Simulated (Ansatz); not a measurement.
Stepwise reaction of `F[SiH](Cl)[SiH2]Cl` with hydrogen fluoride, as a gas-phase model of exchange steps in deposition or etching. ΔE in kJ/mol.

Program: Ansatz. Geometries: PBE0-D4/def2-TZVP. ΔE: electronic, gas phase. CBS: MP2 limit from def2 TZ/QZ plus the TZ coupled-cluster correction, frozen cores. This one scheme is used for every species. DFT in def2-TZVPP. B3LYP here is the variant with VWN-RPA as its local correlation; programs differ in this. One conformer a species, not always the lowest.

```json
{"step": "2", "reaction": "`F[SiH](F)[SiH2]Cl` + H–F → `F[SiH2][SiH](F)F` + HCl", "PBE-D4": "-20.5", "B3LYP-D4": "-30.5", "ωB97M-V": "-28.3", "CCSD(T)/CBS": "-25.5"}
```

(1) Give the row of step 1, `F[SiH](Cl)[SiH2]Cl` + H–F → `F[SiH](F)[SiH2]Cl` + HCl. (An estimate is asked.)

(2) By hand: ΔE of the 2 steps together at CCSD(T)/CBS.

## Answers

(1) The calculation gave: 
```tsv
step	reaction	PBE-D4	B3LYP-D4	ωB97M-V	CCSD(T)/CBS
1	`F[SiH](Cl)[SiH2]Cl` + H–F → `F[SiH](F)[SiH2]Cl` + HCl	-32.8	-42.7	-41.2	-38.7
```

(2) (-38.7) + (-25.5) = -64.2 kJ/mol, or -32.1 kJ/mol a step.

In ΔE each step is higher than the one before. All are downhill at CCSD(T)/CBS. PBE-D4 differs from CCSD(T)/CBS by 5.0 to 5.9 kJ/mol a step. Only this route is followed, and other bonds may react first. Isolated molecules leave out the surface, adducts and barriers. Largest T1 diagnostic: 0.012.
